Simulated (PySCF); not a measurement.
**Xe²⁺ (xenon, charge +2) across methods**

[Kr] 4d10 5s2 5p4, high-spin 3P determinant. Computed with PySCF 2.14 in dyall-av2z (22s16p12d, 130 functions), with no relativity, point nucleus.

```json
{"method": "PBE0", "E (hartree)": "-7233.19", "mean ε 5s β (eV)": "-37.803", "mean ε 5p α (eV)": "-28.703", "mean ε 5p β (eV)": "-26.854", "Σ⟨r²⟩ (bohr²)": "44.16", "⟨S²⟩": "2.002"}
{"method": "HSE06", "E (hartree)": "-7233.06", "mean ε 5s β (eV)": "-37.457", "mean ε 5p α (eV)": "-28.248", "mean ε 5p β (eV)": "-26.443", "Σ⟨r²⟩ (bohr²)": "44.20", "⟨S²⟩": "2.002"}
{"method": "r2SCAN", "E (hartree)": "-7233.56", "mean ε 5s β (eV)": "-36.424", "mean ε 5p α (eV)": "-27.715", "mean ε 5p β (eV)": "-25.833", "Σ⟨r²⟩ (bohr²)": "44.21", "⟨S²⟩": "2.003"}
{"method": "UHF", "E (hartree)": "-7230.96316", "mean ε 5s β (eV)": "-40.950", "mean ε 5p α (eV)": "-32.146", "mean ε 5p β (eV)": "-29.728", "Σ⟨r²⟩ (bohr²)": "44.64", "⟨S²⟩": "2.008"}
{"method": "LDA", "E (hartree)": "-7227.59", "mean ε 5s β (eV)": "-36.761", "mean ε 5p α (eV)": "-27.330", "mean ε 5p β (eV)": "-25.720", "Σ⟨r²⟩ (bohr²)": "44.10", "⟨S²⟩": "2.001"}
{"method": "PBE", "E (hartree)": "-7232.99", "mean ε 5s β (eV)": "-36.311", "mean ε 5p α (eV)": "-27.230", "mean ε 5p β (eV)": "-25.525", "Σ⟨r²⟩ (bohr²)": "44.15", "⟨S²⟩": "2.001"}
{"method": "r2SCAN0", "E (hartree)": "-7233.62", "mean ε 5s β (eV)": "-37.873", "mean ε 5p α (eV)": "-29.027", "mean ε 5p β (eV)": "-27.058", "Σ⟨r²⟩ (bohr²)": "44.21", "⟨S²⟩": "2.004"}
{"method": "revPBE", "E (hartree)": "-7233.22", "mean ε 5s β (eV)": "-36.169", "mean ε 5p α (eV)": "-27.202", "mean ε 5p β (eV)": "-25.475", "Σ⟨r²⟩ (bohr²)": "44.12", "⟨S²⟩": "2.002"}
```

A non-relativistic calculation at this Z misses sizeable relativistic shifts.
